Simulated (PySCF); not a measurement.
How methods differ on the ionisation energy of Sm⁺

Sm⁺ [Xe] 4f6 6s1 (8F) → Sm²⁺ [Xe] 4f6 (7F), as a difference of total energies. All numbers are calculated (PySCF 2.14, scalar relativity by spin-free X2C-1e, in cc-pVDZ-X2C). The calculations carry no spin-orbit coupling.

```tsv
method	ionisation energy (eV)
UHF	10.309
MN15	10.907
wB97X-V	10.827
revPBE	11.190
```

The reference lies between the lowest fine-structure levels, while these numbers refer to the centres of the terms.

For comparison: 11.078 ± 0.02 eV (semi-empirical (NIST evaluation); NIST Atomic Spectra Database, ionization energies).
